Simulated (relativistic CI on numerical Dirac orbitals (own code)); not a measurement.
# Xe45+: sensitivity of the levels to the model

Base calculation: Dirac-Coulomb-Breit CI, KLI orbitals optimised for each configuration, model QED, unscaled Slater integrals.

Configuration list (outside the closed core 1s2): 2s²2p⁵, 2s2p⁶, 2p⁶3s, 2p⁶3p, 2p⁶3d, 2s²2p⁴3s, 2s²2p⁴3p, 2s²2p⁴3d, 2s2p⁵3s, 2s2p⁵3p, 2s2p⁵3d, 2s²2p⁴4s, 2s²2p⁴4p, 2s²2p⁴4d, 2s²2p⁴4f, 2s2p⁵4s, 2s2p⁵4p, 2s²2p³3s², 2s2p⁵4d, 2s2p⁵4f, 2s²2p³3s3p, 2s²2p⁴5s, 2s²2p⁴5p, 2s²2p⁴5d, 2s²2p⁴5f, 2s²2p⁴5g, 2s²2p³3s3d, 2s²2p³3p², 2s²2p³3p3d, 2s2p⁴3s², 2s²2p³3d², 2s2p⁴3s3p, 2s2p⁴3s3d, 2s2p⁴3p², 2s2p⁵5s, 2s2p⁵5p. Levels of other configurations are missing.

The lowest level and the first level of each name with at least 55 % of one term (blank where a level has no safe partner in the second run):

| Level | Base (eV) | Shift (eV) |
| --- | --- | --- |
| 2s²2p⁵ ²P°3/2 | 0.00 | 0.00 |
| 2s²2p⁵ ²P°1/2 | 335.23 | -0.05 |
| 2s2p⁶ ²S1/2 | 641.42 | +0.41 |
| 2s²2p⁴3s ⁴P5/2 | 4320.13 | +0.43 |
| 2s²2p⁴3s ²P3/2 | 4327.66 | +0.50 |
| 2s²2p⁴3s ²S1/2 | 4361.16 | +3.13 |
| 2s²2p⁴3p ²P°1/2 | 4444.45 | +2.76 |
| 2s²2p⁴3p ⁴D°7/2 | 4498.21 | -0.65 |
| 2s²2p⁴3d ⁴F9/2 | 4620.20 | -0.92 |
| 2s²2p⁴3d ²D3/2 | 4633.65 | +1.48 |
| 2s²2p⁴3s ⁴P3/2 | 4656.16 | -1.78 |
| 2s²2p⁴3s ²P1/2 | 4660.57 | +0.41 |
| 2s²2p⁴3s ²D3/2 | 4675.67 | +0.32 |
| 2s²2p⁴3p ²F°7/2 | 4847.37 | -0.56 |
| 2s2p⁵3s ⁴P°5/2 | 4920.62 | -4.00 |
| 2s²2p⁴3d ⁴D1/2 | 4925.65 | -0.41 |
| 2s2p⁵3s ²P°3/2 | 4936.26 | -2.60 |
| 2s²2p⁴3d ⁴F5/2 | 4939.54 | -0.47 |
| 2s²2p⁴3d ²G7/2 | 4948.14 | -0.90 |
| 2s²2p⁴3d ²G9/2 | 4969.09 | -0.95 |
| 2s2p⁵3s ²P°1/2 | 4980.42 | -3.46 |

At this charge energies of transitions that change n are usually good to better than 1 %, and those within a shell (Δn = 0) to a few per cent.

**Question.** One thing was changed in a second run, which moved the levels as shown. Which?
A. QED terms removed
B. Breit term removed
C. configuration mixing switched off
D. non-relativistic limit

**Answer.** C. Configuration mixing switched off. Without mixing, levels that were pushed by configurations of the same parity and J return to their single-configuration places.

LS names give the leading component of a level, which can be under half, so a name can repeat, a term be missing and a line seem to break the LS rules.
